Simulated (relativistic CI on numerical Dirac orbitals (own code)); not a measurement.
# Ir³⁺ (5d6) in a crystal field

Calculated by Dirac-Coulomb-Breit CI, separate exchange-only KLI orbitals for each configuration, model QED (radiative potential, 1s self-energy scaled to tabulated hydrogen-like ionisation energies), valence Slater integrals scaled by 0.9, one configuration in a parametric crystal field (own radial code). With so little scaling, terms lie 10 to 35 % too far apart, which can change the order of excited levels.

Field parameters in Wybourne normalisation: D4h B²₀ = −7Ds, B⁴₀ = 21(Dq − Dt), B⁴₄ = 21√(5/14) Dq; Oh B⁴₀ = 21Dq, B⁴₄ = √(5/14) B⁴₀. The field is a parameter set, without covalency.

S and J are read from ⟨S²⟩ = S(S + 1) and ⟨J²⟩ = J(J + 1) of each level; they are not fictitious spins.

D4h, 10Dq = 23000, Ds = 2980, Dt = 120 cm⁻¹, the lowest 10 levels:

```csv
E (cm⁻¹),Degeneracy,Irrep,S,J
0.0,1,A1,0.44,4.29
6305,1,B1,1.19,4.15
7334,2,E,1.14,4.06
9746,1,B2,1.22,3.68
13448,2,E,1.53,3.65
13770,1,A1,1.44,3.83
13994,2,E,1.31,3.43
14646,1,A2,1.37,3.38
14853,1,B1,1.04,3.93
15935,1,A1,1.17,3.97
```

Oh, 10Dq = 25700 cm⁻¹, the lowest 16 levels:

| E (cm⁻¹) | Degeneracy | Irrep | S | J |
| --- | --- | --- | --- | --- |
| 0.0 | 1 | A1 | 0.31 | 4.36 |
| 14796 | 2 | E | 1.18 | 4.08 |
| 16014 | 3 | T2 | 1.14 | 3.73 |
| 16282 | 3 | T1 | 1.19 | 4.10 |
| 20793 | 1 | A1 | 1.32 | 3.81 |
| 21956 | 3 | T1 | 1.19 | 3.60 |
| 22681 | 3 | T2 | 1.80 | 3.84 |
| 24086 | 2 | E | 1.16 | 3.90 |
| 26231 | 3 | T1 | 1.34 | 4.28 |
| 27488 | 3 | T2 | 1.23 | 3.86 |
| 27565 | 1 | A2 | 0.99 | 4.29 |
| 28429 | 2 | E | 1.74 | 3.87 |
| 29315 | 3 | T1 | 1.23 | 4.28 |
| 30424 | 3 | T2 | 1.86 | 2.93 |
| 31227 | 3 | T1 | 1.76 | 3.27 |
| 32147 | 1 | A1 | 1.63 | 3.51 |

D4h, 10Dq = 30350, Ds = -470, Dt = -120 cm⁻¹, the lowest 16 levels:

```
E (cm⁻¹)  Degeneracy  Irrep     S     J
     0.0           1     A1  0.22  4.41
   19164           1     A1  1.09  4.17
   20475           2      E  1.06  3.89
   20749           1     A2  1.06  4.22
   20987           1     B1  1.10  4.11
   21838           1     B2  1.07  3.80
   22529           2      E  1.09  4.09
   25958           1     A1  1.15  3.89
   26878           2      E  1.01  3.79
   27908           1     A2  1.01  3.80
   28977           1     B1  1.05  3.94
   29273           1     B2  1.25  3.85
   29426           1     A1  1.05  3.88
   30809           2      E  1.32  3.96
   31740           1     A2  0.66  4.78
   32625           2      E  0.80  4.71
```

The free-ion ground term has S = 2. The field overcomes the spin-pairing energy for D4h, 10Dq = 23000, Ds = 2980, Dt = 120 cm⁻¹; Oh, 10Dq = 25700 cm⁻¹; D4h, 10Dq = 30350, Ds = -470, Dt = -120 cm⁻¹, where the ground state has lower spin; these fields are assumed values.

Levels of this model without a field, named by their leading LS term: ⁵D4 0, ⁵D3 5349, ⁵D2 5549, ⁵D1 8171, ⁵D0 8565, ³H4 15518, ³H6 18869, ³H5 18965 cm⁻¹.
